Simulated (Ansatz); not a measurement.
Program: Ansatz. Geometries: PBE0-D4/def2-TZVP. ΔE: electronic, gas phase. CCSD(T)/CBS is the MP2 limit (def2-TZVPP, def2-QZVPP) plus CCSD(T) − MP2 in def2-TZVPP, frozen cores. Functionals use def2-TZVPP. One conformer a species, not always the lowest.

`CB[CH2][AlH2]` + `CC(=N)O` → `C/N=C(\C)O` + `B[CH2][AlH2]`  (substitution at a C–B bond)

```csv
species,B2PLYP energy (Eh)
`CB[CH2][AlH2]`,-348.11356
`CC(=N)O`,-209.12406
`C/N=C(\C)O`,-248.40106
`B[CH2][AlH2]`,-308.80651
```

**Question.** Work out ΔE.

**Answer.** ΔE = (-248.40106) + (-308.80651) − (-348.11356) − (-209.12406) = 0.03005 Eh = +0.82 eV. CCSD(T)/CBS gives +0.83 eV.

Largest T1 diagnostic among the species: 0.013.

Leaving LDA and LC-ωPBE aside and taking each functional with its dispersion term where it has one, the values, not all of them listed here, spread over 0.11 eV, from BLYP-D4 to B97M-V. From BLYP to BHLYP (50 % exact exchange), in def2-TZVPP and without D4, ΔE moves by +0.03 eV. At CCSD(T), def2-SVP lies −0.08 eV from the extrapolated value and def2-TZVPP −0.01 eV.
